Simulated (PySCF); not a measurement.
Compound: C₄H₈F₂Si.
SMILES with atom numbers: `[F:1][C@@H:2]1[CH2:3][SiH2:4][C@@H:5]([F:6])[CH2:7]1`

Probes without a nucleus sit at each ring's centroid and 1 Å off its mean plane on both sides; NICS is minus the shielding there, NICSzz its component along the normal. Level: GIAO PBE0/pcSseg-1 (PySCF, non-relativistic, gas phase) on the GFN2-xTB geometry, one conformer.

Ring bond lengths (Å), with Mayer bond orders in brackets: C2–C3 1.526 (1.01), C3–Si4 1.904 (0.92), Si4–C5 1.930 (0.84), C5–C7 1.522 (1.02), C7–C2 1.527 (0.99).

**Question.** Give the NICS values of each ring in ppm.

**Answer.** 
```
           ring                                              type  NICS(0)  NICS(1), two faces  NICS(1)zz, two faces  rms pucker (Å)  centre to ring atoms, mean (Å)
C2–C3–Si4–C5–C7  5-membered ring with Si; formal bonds all single     -4.3         -3.6 / -3.6           -0.8 / -1.3            0.19                            1.40
```

**Question.** What do they say, and how far can they be read as aromaticity?

**Answer.** 
- C2–C3–Si4–C5–C7: mean NICS(1)zz -1.0 ppm, near zero. C2, C3, Si4, C5, C7 have four or more neighbours, and the NICS criterion for π rings isn't applied.

**Question.** List the ring angles and the Hirshfeld charges of the ring atoms.

**Answer.** 
- C2–C3–Si4–C5–C7: C2 109.1° (+0.063 e), C3 104.8° (-0.172 e), Si4 92.7° (+0.348 e), C5 105.3° (-0.022 e), C7 107.7° (-0.091 e); sum 519.6° against 540° for a flat convex ring.

**Question.** What are the shieldings of the ring atoms and their hydrogens in the same run (means over atoms taken as equivalent)?

**Answer.** 
| atoms | environment | σ isotropic (ppm) |
| --- | --- | --- |
| C2 | sp3 C–F carbon | 89.1 |
| C3 | sp3 carbon bound to silicon | 169.4 |
| Si4 | SiH2 silicon | 380.7 |
| C5 | sp3 C–F carbon | 97.4 |
| C7 | ring CH2 carbon | 140.3 |
| H on C2 | methine hydrogen | 26.25 |
| H on C3 | methylene hydrogen | 29.95 |
| H on C3 | methylene hydrogen | 30.56 |
| H on Si4 | Si–H hydrogen | 27.29 |
| H on Si4 | Si–H hydrogen | 27.38 |
| H on C5 | methine hydrogen | 26.48 |
| H on C7 | methylene hydrogen | 28.91 |
| H on C7 | methylene hydrogen | 30.16 |
